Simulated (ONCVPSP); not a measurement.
What one change does to a pseudopotential (Si (Z = 14), ONCV)

```json
{
  "Element": "silicon (Si)",
  "Generator": "ONCVPSP 4.0.1",
  "Type": "optimised norm-conserving Vanderbilt (ONCV)",
  "Functional": "PBE",
  "Relativity": "non-relativistic",
  "Frozen core": "[Ne]",
  "Valence charge": "4",
  "Reference configuration": "3s2 3p1 (charge +1)",
  "Partial waves": "3s: rc 1.90 bohr, ncon 4, nbas 8, qcut 3.4 1/bohr, local; 3p: rc 2.10 bohr, ncon 4, nbas 7, qcut 3.3 1/bohr, 1 projector",
  "Local potential": "the s channel",
  "Core correction": "Teter function, fcfact 2.75, rcfact 1.3"
}
```

Change: core correction polynomial model core, fcfact 0.2.

Cutoffs: the cutoffs (Ha) at which the residual kinetic energy of the hardest occupied pseudo-wave falls to 1 and 0.1 mHa per electron; they do not see the model core or the augmentation charge, which bear on the density cutoff. Errors are all-electron minus pseudo energies relative to the spin-unpolarised reference configuration.

**Question.** What does the change do?

**Answer.** The potential gets neither clearly harder nor softer (11 Ha and 42 Ha → 11 Ha and 42 Ha); of the 4 tests that both files solve, the error grows in 4 and shrinks in 0 by more than 15 % and 0.3 meV (median size 10.7 → 15.0 meV); neither file shows a bound ghost. A model core, the more so a compact one, raises the density cutoff, which this test does not measure.

| quantity | base | changed |
| --- | --- | --- |
| cutoff, loose | 11 Ha | 11 Ha |
| cutoff, tight | 42 Ha | 42 Ha |
| bound ghosts | none | none |
| GHOST(+) flags under 300 eV | none | none |
| error for 3s2 3p2, meV [ΔE -7.75 eV] | +3.2 | +4.6 |
| error for 3s2 3p0, meV [ΔE 16.01 eV] | +6.1 | +11 |
| error for 3s1 3p0, meV [ΔE 49.91 eV] | +47 | +60 |
| error for 3s0 3p4, meV [ΔE 5.91 eV] | -15 | -19 |
| s: phases at 1.93 bohr within 0.05 rad from the reference energy up to (Ha; the scan ends near 5) | 1.1 | 1.1 |
| p: phases at 2.13 bohr within 0.05 rad from the reference energy up to (Ha; the scan ends near 5) | 1.1 | 1.1 |
| rms error of d²Exc/dni dnj with the model core, mHa | 0.23 | 0.70 |
